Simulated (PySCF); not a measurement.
# Zr (zirconium, neutral) across methods

[Kr] 4d2 5s1 5p1, one real determinant (an excited configuration). Calculation: PySCF 2.14, in ANO-RCC-VTZP; scalar relativity by spin-free X2C-1e.

```json
{"method": "PBE", "E (hartree)": "-3597.69", "mean ε 5s α (eV)": "-5.419", "mean ε 4d α (eV)": "-5.206", "mean ε 5p α (eV)": "-2.229", "Σ⟨r²⟩ (bohr²)": "70.50", "⟨S²⟩": "6.001"}
{"method": "TPSSh", "E (hartree)": "-3597.94", "mean ε 5s α (eV)": "-5.638", "mean ε 4d α (eV)": "-5.803", "mean ε 5p α (eV)": "-2.468", "Σ⟨r²⟩ (bohr²)": "70.62", "⟨S²⟩": "6.001"}
{"method": "LDA", "E (hartree)": "-3593.61", "mean ε 5s α (eV)": "-5.594", "mean ε 4d α (eV)": "-5.142", "mean ε 5p α (eV)": "-2.245", "Σ⟨r²⟩ (bohr²)": "70.25", "⟨S²⟩": "6.000"}
{"method": "PBE0", "E (hartree)": "-3597.76", "mean ε 5s α (eV)": "-6.144", "mean ε 4d α (eV)": "-6.432", "mean ε 5p α (eV)": "-2.856", "Σ⟨r²⟩ (bohr²)": "70.44", "⟨S²⟩": "6.001"}
{"method": "revPBE", "E (hartree)": "-3597.89", "mean ε 5s α (eV)": "-5.377", "mean ε 4d α (eV)": "-5.203", "mean ε 5p α (eV)": "-2.229", "Σ⟨r²⟩ (bohr²)": "70.54", "⟨S²⟩": "6.001"}
{"method": "UHF", "E (hartree)": "-3596.05507", "mean ε 5s α (eV)": "-8.000", "mean ε 4d α (eV)": "-9.604", "mean ε 5p α (eV)": "-4.526", "Σ⟨r²⟩ (bohr²)": "71.76", "⟨S²⟩": "6.005"}
{"method": "PW91", "E (hartree)": "-3598.35", "mean ε 5s α (eV)": "-5.475", "mean ε 4d α (eV)": "-5.248", "mean ε 5p α (eV)": "-2.254", "Σ⟨r²⟩ (bohr²)": "70.35", "⟨S²⟩": "6.001"}
{"method": "r2SCAN", "E (hartree)": "-3598.07", "mean ε 5s α (eV)": "-5.557", "mean ε 4d α (eV)": "-5.567", "mean ε 5p α (eV)": "-2.302", "Σ⟨r²⟩ (bohr²)": "70.48", "⟨S²⟩": "6.002"}
```

⟨L²⟩ = 13.83 against 20 for a pure G term, so this real determinant mixes terms.
